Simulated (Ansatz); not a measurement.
Input file for Ansatz (a quantum-chemistry and plane-wave program): R-CCSD(T)/cc-pV(D+d)Z on FH4NSi (SMILES N[SiH2]F), a point of a torsion scan. Files ending in .json are basis or fitting sets from the Basis Set Exchange.

Ansatz 0.2 input:
```yaml
crystal:
  periodic: [false, false, false]
  atoms:
    - {symbol: N, position_ang: [1.06498378, 0.02205865, 0.05237221]}
    - {symbol: Si, position_ang: [-0.64333848, 0.13531203, 0.06061716]}
    - {symbol: F, position_ang: [-1.06612180, -0.70714808, 1.36254502]}
    - {symbol: H, position_ang: [1.51147897, -0.79425509, 0.43637534]}
    - {symbol: H, position_ang: [1.60874171, 0.41480527, -0.69499098]}
    - {symbol: H, position_ang: [-1.36282422, -0.51906947, -1.02782916]}
    - {symbol: H, position_ang: [-1.02468316, 1.51851144, 0.28694026]}
basis:
  gaussian:
    orbitals: cc-pV_D+d_Z.json
magnetization: {spin_polarized: false}
correlation: {method: ccsd_t, electrons: outside_noble_gas}
scf: {lower_state_search: off}
```

It printed:

```
WARN ansatz: RAYON_NUM_THREADS=1 ignored (pool sized by the plan → 1); use --threads N
Functional definition: HF
these checks for a lower state are left out or cut short: stability, starts, cluster_reference, orbital_swaps, neighbouring_geometries, increment
integrals: 0.05 GiB planned
692 factors; integrals over basis functions are off by at most 1.1e-3 eV
mean field: 0.14 GiB planned
mean field evaluation 1: about -12113.1085 eV, gradient 3.5e1 eV
mean field evaluation 2: about -12113.1482 eV, gradient 3.5e1 eV
mean field evaluation 4: about -12115.7116 eV, gradient 2.2e0 eV
mean field evaluation 8: about -12115.7330 eV, gradient 1.5e-1 eV
mean field -12115.73305208 eV, -445.2449773250 hartree, gradient 8.4e-6 eV, S^2 0.000000; 0 other end points of the search recorded, 0 dependent functions left out
7 core orbitals not correlated
reference -12115.73305208 eV, -445.2449773250 hartree; 10, 10 occupied and 54, 54 virtual orbitals, 692 factors
second order -12.49490865 eV of doubles, -0.00000000 eV of singles
coupled cluster: 0.15 GiB planned
cycle   1  -12.91132450 eV  change   -4.2e-1 eV  update   7.5e-2
cycle   2  -13.20867869 eV  change   -3.0e-1 eV  update   2.1e-2
cycle   3  -13.28171931 eV  change   -7.3e-2 eV  update   1.1e-2
cycle   4  -13.27876435 eV  change    3.0e-3 eV  update   2.2e-3
cycle   5  -13.27803360 eV  change    7.3e-4 eV  update   8.5e-4
cycle   6  -13.27827488 eV  change   -2.4e-4 eV  update   2.7e-4
cycle   7  -13.27819434 eV  change    8.1e-5 eV  update   1.1e-4
cycle   8  -13.27814990 eV  change    4.4e-5 eV  update   4.1e-5
cycle   9  -13.27815725 eV  change   -7.3e-6 eV  update   1.7e-5
perturbative correction -0.24738086 eV, -0.0090910788 hartree
Total energy: -12129.25859018 eV, -445.7420316824 hartree
Checks for a lower state left out: stability, starts, cluster_reference, orbital_swaps, neighbouring_geometries, increment
```

The calculation finished and met its thresholds.

Cost: very roughly 2.2 core-seconds.
